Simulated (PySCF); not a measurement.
**J couplings in `InChI=1S/C6H4BrN3/c7-5-3-9-6-4-8-1-2-10(5)6/h1-4H`**

Cartesian coordinates in Å; atom numbers follow the order of the lines, from 1:
```xyz
14

Br    1.880    1.843   -0.421
C     1.168    0.150   -0.199
C     1.770   -1.100   -0.114
N     0.851   -2.071    0.051
C    -0.322   -1.455    0.071
C    -1.642   -1.943    0.213
N    -2.690   -1.162    0.206
C    -2.494    0.175    0.055
C    -1.265    0.753   -0.089
N    -0.174   -0.072   -0.081
H     2.838   -1.306   -0.169
H    -1.781   -3.023    0.333
H    -3.386    0.807    0.052
H    -1.087    1.822   -0.211
```

[PySCF 2.14 with density-fitted X2C routines: indirect couplings; PBE0/pcJ-1 (dyall-v2z on Br), isolated molecule, finite nuclei, structure from PBE0-D3(BJ)/def2-SVP]

Non-relativistic values:
```json
{"coupling": "1J(79Br,13C)", "atoms": "Br1 – C2", "J (Hz)": "-206.3"}
{"coupling": "2J(79Br,13C)", "atoms": "Br1 – C3", "J (Hz)": "-8.0"}
{"coupling": "2J(79Br,15N)", "atoms": "Br1 – N10", "J (Hz)": "6.3"}
{"coupling": "3J(79Br,15N)", "atoms": "Br1 – N4", "J (Hz)": "5.9"}
{"coupling": "3J(79Br,13C)", "atoms": "Br1 – C5", "J (Hz)": "-4.7"}
{"coupling": "3J(79Br,13C)", "atoms": "Br1 – C9", "J (Hz)": "1.5"}
{"coupling": "3J(79Br,1H)", "atoms": "Br1 – H11", "J (Hz)": "-2.1"}
{"coupling": "4J(79Br,1H)", "atoms": "Br1 – H14", "J (Hz)": "-0.7"}
{"coupling": "5J(79Br,15N)", "atoms": "Br1 – N7", "J (Hz)": "-1.0"}
```

Problem. What do two-component X2C with spin–orbit coupling give?

Solution. 
```json
{"coupling": "1J(79Br,13C)", "atoms": "Br1 – C2", "with spin–orbit (Hz)": "-227.5"}
{"coupling": "2J(79Br,13C)", "atoms": "Br1 – C3", "with spin–orbit (Hz)": "-10.2"}
{"coupling": "2J(79Br,15N)", "atoms": "Br1 – N10", "with spin–orbit (Hz)": "7.4"}
{"coupling": "3J(79Br,15N)", "atoms": "Br1 – N4", "with spin–orbit (Hz)": "6.3"}
{"coupling": "3J(79Br,13C)", "atoms": "Br1 – C5", "with spin–orbit (Hz)": "-5.1"}
{"coupling": "3J(79Br,13C)", "atoms": "Br1 – C9", "with spin–orbit (Hz)": "1.2"}
{"coupling": "3J(79Br,1H)", "atoms": "Br1 – H11", "with spin–orbit (Hz)": "-2.2"}
{"coupling": "4J(79Br,1H)", "atoms": "Br1 – H14", "with spin–orbit (Hz)": "-0.5"}
{"coupling": "5J(79Br,15N)", "atoms": "Br1 – N7", "with spin–orbit (Hz)": "-1.1"}
```

The largest listed coupling, 1J(79Br,13C), ends at 1.10 times its non-relativistic value. Couplings to strongly quadrupolar nuclei (79Br) are seldom resolved in solution.
